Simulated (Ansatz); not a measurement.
Total energies of BiMe2Cl (C₂H₆BiCl) from Ansatz at PBE-D4/def2-TZVP, gas phase (1 Eh = 27.2114 eV = 2625.5 kJ/mol). The reference geometry is relaxed at B3LYP-D4/def2-SVP.

```tsv
state	geometry	energy (Eh)
charge 0 singlet	reference	-754.47549
charge 1 doublet	reference	-754.15043
free Bi atom (quartet)	–	-214.63705
free C atom (triplet)	–	-37.79597
free H atom (doublet)	–	-0.49962
free Cl atom (doublet)	–	-459.95840
```

In the def2 sets Bi takes a core potential; there is no spin–orbit coupling.

Problem. Work out the vertical ionisation energy to the doublet.

Solution. E(charge 1 doublet) − E(charge 0 singlet) = -754.15043 − (-754.47549) = 0.32506 Eh = 8.85 eV. For comparison, −ε of the highest occupied level is 6.13 eV at this level, 2.72 eV less.

Problem. What is the binding energy per atom against free atoms?

Solution. Atoms: 1 × (-214.63705) + 2 × (-37.79597) + 6 × (-0.49962) + 1 × (-459.95840) = -753.18511 Eh. Binding: -753.18511 − (-754.47549) = 1.29038 Eh = 35.11 eV, or 3.51 eV for each of 10 atoms (no zero-point energy, no counterpoise term).
